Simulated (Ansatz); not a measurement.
One change: `C[SiH](F)[SnH3]` becomes `C[SiH](F)N[SiH3]`.

Ansatz, PBE0-D4/def2-TZVP geometries, multiplicity 1. Each molecule was computed in one conformer, which needn't be the lowest.

Elements past krypton have def2 core potentials.

```
                                          property  `C[SiH](F)[SnH3]`
  size of the dipole moment (B3LYP/def2-TZVPP) / D               1.66
size of the dipole moment (ωB97M-V/def2-TZVPP) / D               1.64
               LUMO energy (B3LYP/def2-TZVPP) / eV              -0.50
             LUMO energy (ωB97M-V/def2-TZVPP) / eV               1.36
               HOMO–LUMO gap (PBE/def2-TZVPP) / eV               5.50
               HOMO energy (B3LYP/def2-TZVPP) / eV              -7.55
```

(1) Give the same properties after the change, and the shifts. (Estimate.)

## Answers

(1) Computed: 
```
                                          property  `C[SiH](F)N[SiH3]`  shift
  size of the dipole moment (B3LYP/def2-TZVPP) / D                1.56  -0.10
size of the dipole moment (ωB97M-V/def2-TZVPP) / D                1.54  -0.10
               LUMO energy (B3LYP/def2-TZVPP) / eV               -0.02   0.48
             LUMO energy (ωB97M-V/def2-TZVPP) / eV                1.78   0.42
               HOMO–LUMO gap (PBE/def2-TZVPP) / eV                5.94   0.44
               HOMO energy (B3LYP/def2-TZVPP) / eV               -7.70  -0.15
```

With PBE0 the HOMO falls by 0.20 eV and the LUMO rises by 0.53 eV, so the gap widens by about 0.73 eV. PBE moves the HOMO by 0.07 eV and ωB97M-V by -0.52 eV. Dipoles are sizes alone; their direction can turn.

B3LYP here is the variant with VWN-RPA as its local correlation; programs differ in this.
